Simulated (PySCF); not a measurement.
(1Z,3Z)-1,4-dichlorobuta-1,3-diene (C₄H₄Cl₂), SMILES Cl/C=C\C=C/Cl.

The structure is a stationary point at B3LYP-D3(BJ)/def2-SVP. The values are those of a single conformer.

These are PySCF 2.14.0 with B3LYP-D3(BJ)/def2-SVP values and carry that method's errors.

Frequencies are harmonic and unscaled.

```tsv
mode	ν (cm⁻¹)	IR (km/mol)	Raman (Å⁴/amu)	depolarisation	moving atoms (share of kinetic energy)
1	60	0.9	0.0	–	C 53 %, Cl 39 %, H 8 %
2	138	2.6	0.0	–	C 53 %, Cl 38 %, H 9 %
3	181	0.0	8.4	0.42	Cl 83 %, C 15 %
4	311	5.5	0.0	–	C 70 %, H 28 %
5	507	1.3	0.0	–	C 67 %, Cl 26 %
6	520	0.0	9.6	0.75	C 66 %, H 31 %
7	679	0.0	3.0	0.70	C 72 %, Cl 17 %, H 11 %
8	725	71.8	0.0	–	H 77 %, C 22 %
9	739	0.0	8.2	0.28	C 78 %, Cl 15 %
10	782	176.0	0.0	–	C 66 %, Cl 20 %, H 14 %
11	789	0.0	5.1	0.75	H 71 %, C 29 %
12	954	0.0	11.2	0.75	H 71 %, C 29 %
13	978	0.1	0.0	–	H 84 %, C 16 %
14	1085	0.0	4.0	0.51	C 56 %, H 42 %
15	1195	6.8	0.0	–	H 95 %
16	1252	0.0	137.5	0.46	H 84 %, C 16 %
17	1310	49.7	0.0	–	H 80 %, C 20 %
18	1383	0.0	2.3	0.73	H 60 %, C 40 %
19	1633	70.9	0.0	–	C 95 %
20	1700	0.0	583.7	0.27	C 92 %
21	3178	0.0	85.5	0.34	H 92 %, C 8 %
22	3185	9.5	0.0	–	H 92 %
23	3222	0.0	238.5	0.26	H 91 %, C 9 %
24	3222	9.5	0.0	–	H 91 %, C 9 %
```
